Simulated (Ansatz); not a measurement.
A series at Nb: from `[F][Nb]([Cl])([Cl])([Cl])[Cl]`, ligands are replaced one by one, each step taking up H–F and setting free HCl; n counts the steps. Ansatz, PBE0-D4/def2-TZVP geometries.

```json
{"n": "0", "molecule": "`[F][Nb]([Cl])([Cl])([Cl])[Cl]`", "HOMO energy, ωB97M-V/def2-TZVPP (eV)": "-11.51"}
{"n": "1", "molecule": "`[F][Nb]([F])([Cl])([Cl])[Cl]`", "HOMO energy, ωB97M-V/def2-TZVPP (eV)": "-11.77"}
{"n": "2", "molecule": "`[F][Nb]([F])([F])([Cl])[Cl]`", "HOMO energy, ωB97M-V/def2-TZVPP (eV)": "-11.92"}
{"n": "3", "molecule": "`[F][Nb]([F])([F])([F])[Cl]`", "HOMO energy, ωB97M-V/def2-TZVPP (eV)": "-12.87"}
{"n": "4", "molecule": "`[F][Nb]([F])([F])([F])[F]`", "HOMO energy, ωB97M-V/def2-TZVPP (eV)": "?"}
```

By hand: fit a straight line y = ȳ + b (n − n̄) to the 4 given rows and predict n = 4.

n̄ = 1.500, ȳ = -12.018; Σ(n − n̄)(y − ȳ) = -2.115, Σ(n − n̄)² = 5.000, so b = -0.423 eV a step. Prediction: -12.018 + (-0.423) × (2.500) = -13.08 eV.

By hand: compare with the computed value, -14.78 eV, and give the steps along the whole series.

The line misses by -1.70 eV (computed minus predicted). Steps: -0.26, -0.15, -0.95, -1.91 eV.

The steps differ by up to 1.76 eV without a steady trend. The highest orbital can change its character along such a series. The miss is 52.0 % of the series' range.
